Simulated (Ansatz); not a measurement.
`[OH][In]([O][SiH3])[O][SiH3]`, relaxed with RKS PBE0-D4/def2-TZVP in Ansatz 0.2.0 from a GFN2-xTB geometry. The force threshold is 0.005 eV/Å; the program also tests the step.

Charge 0, multiplicity 1. In takes the def2 core potential.

Start:

```xyz
13

O    -1.042   -1.100   -3.159
In   -0.362   -0.621   -1.409
O    -0.615    1.259   -0.940
Si   -0.531    2.126    0.425
O     0.526   -1.830   -0.171
Si    1.123   -1.674    1.330
H    -1.420   -0.314   -3.558
H     0.791    2.019    1.054
H    -0.785    3.459   -0.126
H    -1.571    1.700    1.372
H     1.618   -3.041    1.514
H     0.066   -1.310    2.289
H     2.201   -0.672    1.380
```

| step | energy (eV) | largest force (eV/Å) | largest move (Å) |
| --- | --- | --- | --- |
| 1 | -27177.3114 | 0.710 | 0.000 |
| 2 | -27177.5070 | 0.143 | 0.167 |
| 3 | -27177.5170 | 0.063 | 0.050 |
| 4 (rejected) | -27177.5164 | 0.215 | 0.082 |
| 5 | -27177.5198 | 0.029 | 0.041 |
| 6 | -27177.5213 | 0.048 | 0.053 |
| 7 | -27177.5226 | 0.045 | 0.051 |
| 8 | -27177.5244 | 0.073 | 0.161 |
| 9 | -27177.5258 | 0.044 | 0.031 |
| 10 | -27177.5274 | 0.020 | 0.047 |
| 11 | -27177.5282 | 0.028 | 0.095 |
| 12 | -27177.5283 | 0.035 | 0.023 |
| 13 | -27177.5287 | 0.003 | 0.017 |
| 14 | -27177.5288 | 0.007 | 0.018 |
| 15 | -27177.5289 | 0.014 | 0.026 |
| 16 | -27177.5289 | 0.011 | 0.007 |
| 17 | -27177.5289 | 0.007 | 0.004 |
| 18 | -27177.5289 | 0.006 | 0.015 |
| 19 | -27177.5289 | 0.006 | 0.012 |
| 20 | -27177.5289 | 0.006 | 0.012 |
| 21 | -27177.5289 | 0.003 | 0.005 |
| 22 | -27177.5290 | 0.002 | 0.006 |
| 23 | -27177.5290 | 0.005 | 0.007 |

End:

```xyz
13

O    -0.915   -1.171   -3.274
In   -0.388   -0.588   -1.482
O    -0.906    1.205   -0.853
Si   -0.615    2.115    0.472
O     0.646   -1.743   -0.292
Si    1.168   -1.655    1.255
H    -1.416   -0.489   -3.730
H     0.758    1.871    1.004
H    -0.736    3.551    0.108
H    -1.589    1.808    1.557
H     1.361   -3.034    1.773
H     0.175   -0.951    2.119
H     2.458   -0.918    1.342
```

It took 85 s on 4 threads of an Intel Xeon 6975P-C on a shared host, with 0.98 GiB of host memory at the peak.
